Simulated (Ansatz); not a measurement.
C$_{4}$H$_{10}$Si, singlet, at a GFN2-xTB geometry, with bond 15-5 at 1.8 times its length; SC-NEVPT2/STO-3G, CASSCF(2,2) in Ansatz (a first-principles code).

Here is a job for Ansatz.
Ansatz 0.2 input:
```yaml
crystal:
  periodic: [false, false, false]
  atoms:
    - {symbol: Si, position_ang: [-0.04863295, -0.03392680, -0.59641575]}
    - {symbol: C, position_ang: [-1.62563457, -0.64258953, 0.23383653]}
    - {symbol: C, position_ang: [-2.80645148, -0.05218014, 0.14474510]}
    - {symbol: C, position_ang: [1.32320277, 0.08295584, 0.72152377]}
    - {symbol: C, position_ang: [2.66104537, 0.52891534, 0.14371689]}
    - {symbol: H, position_ang: [-0.27374982, 1.28137124, -1.20827468]}
    - {symbol: H, position_ang: [0.35458638, -0.99557403, -1.63431775]}
    - {symbol: H, position_ang: [-1.55560532, -1.54962252, 0.82409816]}
    - {symbol: H, position_ang: [-3.69075999, -0.43417453, 0.63331103]}
    - {symbol: H, position_ang: [-2.94347908, 0.85099106, -0.42759435]}
    - {symbol: H, position_ang: [1.45371545, -0.88685872, 1.20624791]}
    - {symbol: H, position_ang: [1.02593772, 0.78035288, 1.50763887]}
    - {symbol: H, position_ang: [2.57160265, 1.50971786, -0.31796000]}
    - {symbol: H, position_ang: [3.42323562, 0.58683366, 0.91981709]}
    - {symbol: H, position_ang: [3.27549292, -0.73033998, -1.22391701]}
basis:
  gaussian:
    orbitals: STO-3G
magnetization: {spin_polarized: false}
correlation: {method: sc_nevpt2, electrons: all, active_space: {window: {electrons: 2, orbitals: 2}}}
```

It wrote (shortened):

```
Functional definition: HF
513 factors; integrals over basis functions are off by at most 3.2e-5 eV
mean field evaluation 1: about -11993.5299 eV, gradient 1.7e1 eV
mean field evaluation 2: about -11993.6959 eV, gradient 1.7e1 eV
mean field evaluation 4: about -11995.1179 eV, gradient 2.1e0 eV
mean field evaluation 8: about -11995.1361 eV, gradient 4.6e-6 eV
mean field -11995.13612790 eV, -440.8131221051 hartree, gradient 2.9e-6 eV, S^2 0.000000; 0 other end points of the search recorded, 0 dependent functions left out; unrestricted orbitals would lower it
reference -11995.13612790 eV, -440.8131221051 hartree; 24, 24 occupied and 15, 15 virtual orbitals, 513 factors
state -11997.49992750 eV, -440.8999901380 hartree
state -11997.49992750 eV, -440.8999901380 hartree; corrected -12004.50351508 eV, -441.1573672343 hartree
Total energy: -12004.50351508 eV, -441.1573672343 hartree
```
